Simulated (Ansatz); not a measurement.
Ansatz (a first-principles code) input (wB97X-V/def2-TZVPD):

Ansatz 0.2 input:
```yaml
crystal:
  periodic: [false, false, false]
  atoms:
    - {symbol: N, position_ang: [-1.48290611, -0.71324276, -0.07058670]}
    - {symbol: Si, position_ang: [0.08291585, 0.01953999, 0.01988324]}
    - {symbol: O, position_ang: [0.40891512, -0.38289224, 1.54946204]}
    - {symbol: O, position_ang: [0.01924002, 1.62904854, -0.27892890]}
    - {symbol: O, position_ang: [1.03505169, -0.66239396, -1.11309739]}
    - {symbol: H, position_ang: [-1.55298898, -1.71410578, -0.19121408]}
    - {symbol: H, position_ang: [-2.24868988, -0.35420114, 0.48098471]}
    - {symbol: H, position_ang: [-0.04985452, 2.21288880, 0.48054549]}
    - {symbol: H, position_ang: [1.36539971, -0.09554100, -1.81406051]}
basis:
  gaussian:
    orbitals: def2-TZVPD
hamiltonian:
  xc: {name: wB97X-V}
magnetization: {spin_polarized: true, initial_magnetization: 1}
output: {forces: true}
```

Output:

```
Functional definition: wB97X-V
integrals: 0.23 GiB planned
1219 factors; their error is unknown
integrals: 0.28 GiB planned
409 factors; integrals over basis functions are off by at most 2.0e-5 eV
0.45 GiB of the device are held for the grids
1.66 GiB of device memory are held for the factors and their scratch space
mean field: 1.76 GiB planned
mean field evaluation 1: about -15566.2751 eV, gradient 5.5e1 eV
mean field evaluation 2: about -15564.0193 eV, gradient 6.2e1 eV
mean field evaluation 4: about -15576.4398 eV, gradient 5.0e0 eV
mean field evaluation 8: about -15576.6676 eV, gradient 2.8e-1 eV
mean field evaluation 16: about -15576.6872 eV, gradient 7.2e-3 eV
mean field evaluation 32: about -15576.6872 eV, gradient 8.5e-5 eV
mean field -15576.68717324 eV, -572.4326953589 hartree, gradient 2.6e-5 eV, S^2 0.758190; 2 other end points of the search recorded, 0 dependent functions left out
the calculation of the forces begins
reference -15576.68717039 eV, -572.4326952539 hartree; 25, 24 occupied and 211, 212 virtual orbitals, 1219 factors
Total energy: -15576.68717039 eV, -572.4326952539 hartree
Atom 0 at    -1.482906    -0.713243    -0.070587 Å, force     0.283965     0.118204     0.079357 eV/Å
Atom 1 at     0.082916     0.019540     0.019883 Å, force    -0.561934    -0.040472    -0.661929 eV/Å
Atom 2 at     0.408915    -0.382892     1.549462 Å, force     0.141779    -0.079742     0.405538 eV/Å
Atom 3 at     0.019240     1.629049    -0.278929 Å, force     0.078504    -0.013088     0.111747 eV/Å
Atom 4 at     1.035052    -0.662394    -1.113097 Å, force     0.077986     0.022210     0.066002 eV/Å
Atom 5 at    -1.552989    -1.714106    -0.191214 Å, force     0.000696    -0.005124    -0.007171 eV/Å
Atom 6 at    -2.248690    -0.354201     0.480985 Å, force    -0.009708     0.001390     0.008468 eV/Å
Atom 7 at    -0.049855     2.212889     0.480545 Å, force    -0.004160     0.006745    -0.023183 eV/Å
Atom 8 at     1.365400    -0.095541    -1.814061 Å, force    -0.007127    -0.010123     0.021170 eV/Å
Dipole moment:    -0.316215     0.223208    -0.149099 e Å
```

It need not be the lowest isomer of its formula.
